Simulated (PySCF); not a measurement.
## CuH: energy against distance

Set-up: basis Cu cc-pVDZ-PP with ECP10, H cc-pVDZ; scalar-relativistic core potentials; PySCF 2.14. Energies in eV from Cu (3d10 4s1) + H in their ground configurations at the same level. State: ¹Σ⁺ (singlet), closed shell.

All columns are PBE0. A positive dipole means Cu(−)H(+).

```tsv
R (Å)	E (eV)	μ (D)	Mulliken charge on Cu (basis-dependent)	HOMO (eV)	LUMO (eV)	Mayer bond order	⟨S²⟩
1.259	-2.308	-2.36	0.05	-6.41	-1.58	1.04	0.00
1.318	-2.529	-2.44	0.05	-6.39	-1.65	1.02	0.00
1.376	-2.655	-2.52	0.06	-6.38	-1.72	1.01	0.00
1.420	-2.701	-2.58	0.07	-6.38	-1.77	1.00	0.00
1.464	-2.714	-2.64	0.07	-6.38	-1.82	1.00	0.00
1.508	-2.701	-2.70	0.08	-6.38	-1.87	0.99	0.00
1.567	-2.650	-2.78	0.08	-6.38	-1.94	0.99	0.00
1.640	-2.546	-2.87	0.09	-6.38	-2.02	0.99	0.00
1.728	-2.380	-2.98	0.10	-6.40	-2.13	0.98	0.00
1.845	-2.118	-3.13	0.12	-6.42	-2.27	0.98	0.00
```

A fit through these points gives, at Re = 1.462 Å, μ = -2.64 D and dμ/dR = -1.33 D/Å; the reduced mass is 0.9919 u.

How strong is the fundamental in the double-harmonic approximation, I = 42.26·(dμ/dR)²/μred km/mol?

I = 42.26·(-1.33)²/0.9919 = 75.4 km/mol at PBE0.
